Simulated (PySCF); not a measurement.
## Spin states and ions at one geometry of Tl(SH)

PySCF 2.14.0, RKS BP86, Tl def2-SVP with ECP60, S def2-SVP, H def2-SVP; non-relativistic Hamiltonian with scalar-relativistic core potentials where named; density fitting; no spin-orbit coupling; singlets restricted, open shells unrestricted. The geometry is relaxed for charge 0, singlet, vacuum:

```xyz
3

Tl    0.0989    0.0000   -0.1784
S    -0.0890    0.0000    2.4445
H     1.2736    0.0000    2.5446
```

Energies count from the relaxed state; an electron taken off or put on is at rest in vacuum. Charges and spins are Mulliken's.

**Question.** Order these states by energy, lowest first.
A. charge +1, doublet, vacuum
B. charge -1, doublet, vacuum
C. charge 0, singlet, vacuum
D. charge 0, triplet, vacuum

**Answer.** B (-0.18 eV), C (0.00 eV), D (3.08 eV), A (8.57 eV).

**Question.** How do charge and spin on the first atom follow?

**Answer.** 
| state | spin squared | charge on Tl1 (e) | spin on Tl1 (e) | dipole about the centre of mass (D) |
| --- | --- | --- | --- | --- |
| charge 0, singlet, vacuum | 0.00 | 0.28 | 0.00 | 3.09 |
| charge 0, triplet, vacuum | 2.00 | -0.05 | 1.32 | 1.08 |
| charge +1, doublet, vacuum | 0.75 | 0.80 | 0.25 | 1.18 |
| charge -1, doublet, vacuum | 0.75 | -0.59 | 1.03 | 2.53 |

With an electron taken off (doublet) the charges change, summed by element, by Tl +0.52 e, S +0.39 e, H +0.09 e. The vertical ionisation energy is 8.57 eV, against −ε(HOMO) = 5.28 eV of the relaxed state. The level lies 3.3 eV too high, as is usual for semilocal functionals and global hybrids, which keep a self-interaction error.

With an electron put on (doublet) the charges change, summed by element, by Tl -0.88 e, S -0.09 e, H -0.03 e. The vertical electron affinity is 0.18 eV, against −ε(LUMO) = 2.52 eV of the relaxed state. The basis has no diffuse functions, which an added electron needs. The added electron's level lies above zero.

Open shells may have lower solutions than those found.
